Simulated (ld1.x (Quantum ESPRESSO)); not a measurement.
Gd: excitation energies, all-electron against TM

| Item | Value |
| --- | --- |
| Element | gadolinium |
| Generator | ld1.x (Quantum ESPRESSO) 7.5 |
| Type | norm-conserving Troullier–Martins (Kleinman–Bylander form) |
| Functional | LDA (PZ) |
| Relativity | scalar-relativistic |
| Frozen core | [Kr] 4d10 |
| Valence charge | 18 |
| Reference configuration | 4f7 5s2 5p6 5d1 6s2 6p0 |
| Partial waves | 5s (bound): rc 2.05 bohr; 5p (bound): rc 2.65 bohr; 5d (bound): rc 3.15 bohr; 4f (bound): rc 1.05 bohr |
| Local potential | all-electron potential smoothed inside 2.05 bohr (lloc = -1) |
| Core correction | none |

Occupied shells without a wave of their own: 6s. They enter only through the test configuration that unscreens the potential.

Energies are relative to the spin-unpolarised reference configuration 4f7 5s2 5p6 5d1 6s2 6p0; without spin polarisation the order of configurations can differ from experiment. Spin-polarised rows fill each open shell by Hund’s rule, majority spin first. Not all tests gave a result: 1 of 9 tests not solved or not reliable. The frozen-core shift is the all-electron ΔE with the core orbitals held at their reference shape minus the fully relaxed ΔE.

| valence configuration | charge | ΔE all-electron (eV) | error AE − PS (meV) | frozen-core shift (meV) |
| --- | --- | --- | --- | --- |
| 4f7 5s2 5p6 5d1 6s1 6p0 | +1 | 6.856 | -47 | +1.8 |
| 4f7 5s2 5p6 5d1 6s0 6p0 | +2 | 19.233 | -130 | +5.0 |
| 4f7 5s2 5p6 5d2 6s1 6p0 | 0 | 1.776 | -32 | +2.2 |
| 4f7 5s2 5p6 5d2 6s0 6p0 | +1 | 8.003 | -86 | +4.0 |
| 4f8 5s2 5p6 5d0 6s1 6p0 | +1 | 2.488 | -187 | +153 |
| 4f7 5s2 5p5 5d1 6s2 6p0 | +1 | 32.447 | -40 | +26 |
| 4f7 5s2 5p6 5d1 6s2 6p0 (spin-polarised) | 0 | -9.126 | +15003 | +27 |

Task: What are ΔE and the potential's error for 4f7 5s2 5p6 5d1 6s1 6p0 (spin-polarised)?

Result: ΔE = -2.841 eV all-electron; the error (AE − PS) is +15196 meV.

Levels in the configuration 4f7 5s2 5p6 5d1 6s1 6p0:

```json
{"level": "4f", "all-electron (eV)": "-15.324", "pseudo (eV)": "-15.400"}
{"level": "5s", "all-electron (eV)": "-56.294", "pseudo (eV)": "-56.333"}
{"level": "5p", "all-electron (eV)": "-33.770", "pseudo (eV)": "-33.801"}
{"level": "5d", "all-electron (eV)": "-8.647", "pseudo (eV)": "-8.666"}
{"level": "6s", "all-electron (eV)": "-9.551", "pseudo (eV)": "-9.610"}
```

The 6s level has no wave, so the channel is fitted at the deeper level alone: the likely source of the large errors.
